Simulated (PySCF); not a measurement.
Si(F)2(SiH3)2 (F2H6Si3), SMILES F[Si](F)([SiH3])[SiH3]. Atoms are numbered in the order given.

```xyz
11

F      0.0000    -1.3156     1.3741
Si     0.0000     0.0000     0.3904
F      0.0000     1.3156     1.3741
Si     2.0091     0.0000    -0.8400
Si    -2.0091     0.0000    -0.8400
H      2.0513     1.2247    -1.7134
H      2.0513    -1.2247    -1.7134
H      3.1936     0.0000     0.0865
H     -3.1936     0.0000     0.0865
H     -2.0513     1.2247    -1.7134
H     -2.0513    -1.2247    -1.7134
```
Charge 0, spin multiplicity 1.

Coordinates come from a PBE-D3(BJ)/def2-SVP optimisation.

Computed with PySCF with PBE-D3(BJ)/def2-SVP.

Frequencies are harmonic and unscaled.

```tsv
mode	ν (cm⁻¹)	IR (km/mol)	moving atoms (share of kinetic energy)
1	82	0.0	H 98 %
2	85	0.2	Si 63 %, H 21 %, F 16 %
3	91	0.0	H 94 %
4	124	0.0	F 78 %, Si 12 %, H 10 %
5	132	3.5	F 44 %, Si 35 %, H 21 %
6	198	28.7	F 50 %, Si 36 %, H 14 %
7	261	12.4	F 61 %, Si 35 %
8	367	9.2	Si 61 %, F 27 %, H 12 %
9	403	4.4	H 62 %, Si 37 %
10	468	0.0	H 86 %, Si 12 %
11	508	25.2	H 77 %, Si 16 %
12	513	10.1	H 75 %, Si 18 %
13	548	119.1	Si 70 %, H 27 %
14	802	149.5	H 37 %, F 37 %, Si 25 %
15	813	286.9	H 87 %, Si 13 %
16	855	0.1	H 56 %, Si 22 %, F 22 %
17	881	0.1	H 57 %, F 23 %, Si 20 %
18	888	0.0	H 98 %
19	895	19.1	H 97 %
20	899	59.0	H 95 %
21	908	124.8	H 41 %, Si 30 %, F 29 %
22	2153	56.7	H 99 %
23	2157	19.9	H 99 %
24	2170	0.0	H 96 %
25	2173	130.8	H 96 %
26	2176	46.5	H 96 %
27	2177	85.1	H 96 %
```
